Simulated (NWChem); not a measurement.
Program: NWChem. System: H3Si2, charge 1, spin multiplicity 1, at the geometry of a parent with another charge or spin, in a state set for the comparison that need not be this species' ground state. Level: MP2/def2-TZVP, 10 core orbitals frozen.

Input file:

```
start mol
memory heap 200 mb stack 900 mb global 1100 mb
charge 1
geometry units angstroms nocenter noautoz noautosym
  Si    -0.539844    -1.109562     0.033408
  Si     0.381217     0.975789    -0.035732
  H      0.847623    -1.708052    -0.219451
  H      1.803007     1.346295     0.265732
  H     -0.429862     2.234581    -0.013742
end
basis spherical
  * library def2-tzvp
end
scf
  rhf
  nopen 0
  maxiter 100
  thresh 1e-7
  semidirect memsize 60000000 filesize 0
end
mp2
  freeze core 10
end
task mp2 energy
```

Output (cleaned and shortened):

```
             Northwest Computational Chemistry Package (NWChem) 7.3.0
             --------------------------------------------------------

                                NWChem Input Module
                                -------------------

 Scaling coordinates for geometry "geometry" by  1.889725989
 (inverse scale =  0.529177249)

                             Geometry "geometry" -> ""
                             -------------------------

 Output coordinates in angstroms (scale by  1.889725989 to convert to a.u.)

  No.       Tag          Charge          X              Y              Z
 ---- ---------------- ---------- -------------- -------------- --------------
    1 Si                  14.0000    -0.53984400    -1.10956200     0.03340800
    2 Si                  14.0000     0.38121700     0.97578900    -0.03573200
    3 H                    1.0000     0.84762300    -1.70805200    -0.21945100
    4 H                    1.0000     1.80300700     1.34629500     0.26573200
    5 H                    1.0000    -0.42986200     2.23458100    -0.01374200

 Effective nuclear repulsion energy (a.u.)      67.8123466112

            Nuclear Dipole moment (a.u.)
            ----------------------------
        X                 Y               Z
 ---------------- ---------------- ----------------
    -0.0000188973     0.0000037795     0.0000056692


 Summary of "ao basis" -> "" (spherical)
 ------------------------------------------------------------------------------
       Tag                 Description            Shells   Functions and Types
 ---------------- ------------------------------  ------  ---------------------
 *                         def2-tzvp                  on all atoms

 Summary of "ao basis" -> "ao basis" (spherical)
 ------------------------------------------------------------------------------
       Tag                 Description            Shells   Functions and Types
 ---------------- ------------------------------  ------  ---------------------
 Si                        def2-tzvp                13       37   5s5p2d1f
 H                         def2-tzvp                 4        6   3s1p
[...]
     1   1 0 0      0.327390      0.000000     -0.000019
     1   0 1 0      0.579274      0.000000      0.000004
     1   0 0 1     -0.195347      0.000000      0.000006

     2   2 0 0    -18.978700      0.000000     36.670158
     2   1 1 0      1.345708      0.000000     48.611906
     2   1 0 1      0.503176      0.000000     -0.514885
     2   0 2 0    -14.235470      0.000000    143.876011
     2   0 1 1     -0.184860      0.000000     -1.089932
     2   0 0 2    -14.767681      0.000000      0.544449

                   NWChem MP2 Semi-direct Energy/Gradient Module
                   ---------------------------------------------

  Basis functions       =     92
  Molecular orbitals    =     92
  Frozen core           =     10
  Frozen virtuals       =      0
  Active alpha occupied =      5
  Active beta occupied  =      5
  Active alpha virtual  =     77
  Active beta virtual   =     77
  Use MO symmetry       = F
  Use skeleton AO sym   = F

  AO/Fock/Back tols     =   1.0D-09  1.0D-09  1.0D-09

 GA uses MA = F    GA memory limited = T

 Available:
  local mem=  1.26D+08
 global mem=  1.44D+08
 local disk=  0.00D+00
  mp2_memr nvloc                    77
  nvloc new                    77
   1 passes of   5:        5242880                      36508                   5494026.
   1 passes of   5: M    126151903           G      144162272           F     120909023.

 Semi-direct pass number   1 of   1  for RHF alpha+beta  at        3.4s
  vrange nnbf                  4186
  mp2_eaftype                    20  avail_ma_in_mb                  1099
 EAF : mp2_eaftype filesize          20    2747013.
  mp2_eaf for mointskh                     20
Node 0 wrote     12.9 Mb in      0.0 s     Agg I/O rate:  2958.1 Mb/s
 Done moints_semi at        5.7s
  mp2_eaftype                    20  avail_ma_in_mb                  1079
 EAF : mp2_eaftype filesize          20    2747013.
  mp2_eaf for kh                    20
 Done maket at        5.8s
 Done multipass loop at        5.8s

          -------------------------------------------
          SCF energy                -579.248822440796
          Correlation energy          -0.181575243523
          Singlet pairs               -0.146895932707
          Triplet pairs               -0.034679310816
          Total MP2 energy          -579.430397684319
          -------------------------------------------

          ---------------------------------------------------
                    Spin Component Scaled (SCS) MP2
          Same spin pairs                     -0.023119540544
          Same spin scaling factor             0.333333333333
          Opposite spin pairs                 -0.158455702979
          Opposite spin scaling fact.          1.200000000000
          SCS-MP2 correlation energy          -0.197853357089
          Total SCS-MP2 energy              -579.446675797885
          ---------------------------------------------------

 -----------------------
 Performance information
 -----------------------

 Timer overhead =  2.32D-07 seconds/call

               Nr. of calls         CPU time (s)                 Wall time (s)                GFlops
             ---------------    -------------------     ------------------------------   -------------------
Name         Min   Avg   Max    Min     Avg     Max     Min     Avg     Max   Mx/calls   Min     Max     Sum
mp2: moin     1     1     1    2.3     2.3     2.3      2.3     2.3     2.3     2.3      0.0     0.0     0.0
mp2: make     1     1     1   8.53E-2 8.53E-2 8.53E-2  8.53E-2 8.53E-2 8.53E-2 8.53E-2   0.0     0.0     0.0
mp2: tota     1     1     1    2.4     2.4     2.4      2.4     2.4     2.4     2.4      0.0     0.0     0.0

 The average no. of pstat calls per process was 3.00D+00
 with a timing overhead of 6.96D-07s

 Task  times  cpu:        5.8s     wall:        5.8s

 Total times  cpu:        5.8s     wall:        5.8s
```
